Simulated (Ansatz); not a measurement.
C3H8Be (SMILES [BeH][CH](C)C), singlet, at a GFN2-xTB geometry (such geometries of metal compounds can be far from the true shape), with bond 8-4 at 1.8 times its length; CASSCF(2,4)/STO-3G in Ansatz (a quantum-chemistry and plane-wave program).

Here is a job for Ansatz.
Ansatz 0.2 input:
```yaml
crystal:
  periodic: [false, false, false]
  atoms:
    - {symbol: Be, position_ang: [-0.09609643, 0.31338458, 1.67627685]}
    - {symbol: H, position_ang: [0.11096124, 0.04054753, 2.90814812]}
    - {symbol: C, position_ang: [-0.32643018, 0.40932251, -0.01290302]}
    - {symbol: C, position_ang: [-0.58939018, -1.10978654, -0.02204332]}
    - {symbol: C, position_ang: [0.88808321, 0.70266588, -0.90197914]}
    - {symbol: H, position_ang: [-1.18483585, 0.87412947, -0.50774367]}
    - {symbol: H, position_ang: [-0.65111081, -1.48924953, -1.04507829]}
    - {symbol: H, position_ang: [0.85022269, -2.10722214, 0.87013235]}
    - {symbol: H, position_ang: [-1.52508821, -1.35778445, 0.47802281]}
    - {symbol: H, position_ang: [1.07669531, 1.77268068, -0.95881171]}
    - {symbol: H, position_ang: [0.72698957, 0.33286012, -1.91811175]}
    - {symbol: H, position_ang: [1.78680257, 0.22398417, -0.51358979]}
basis:
  gaussian:
    orbitals: STO-3G
hamiltonian:
  xc: hf
magnetization: {spin_polarized: false}
correlation: {active_space: {window: {electrons: 2, orbitals: 4}}}
```

**Question.** Write the output that Ansatz gives for this input, abridged.

**Answer.** 
```
Functional definition: HF
382 factors; integrals over basis functions are off by at most 1.3e-3 eV
mean field evaluation 1: about -3564.9144 eV, gradient 1.8e1 eV
mean field evaluation 2: about -3565.2327 eV, gradient 1.8e1 eV
mean field evaluation 4: about -3566.8468 eV, gradient 2.4e0 eV
mean field evaluation 8: about -3566.8705 eV, gradient 2.3e-4 eV
mean field -3566.87054093 eV, -131.0800746676 hartree, gradient 2.3e-6 eV, S^2 0.000000; 0 other end points of the search recorded, 0 dependent functions left out
reference -3566.87054093 eV, -131.0800746676 hartree; 15, 15 occupied and 13, 13 virtual orbitals, 382 factors
state -3569.08964710 eV, -131.1616253150 hartree
Total energy: -3569.08964710 eV, -131.1616253150 hartree
```
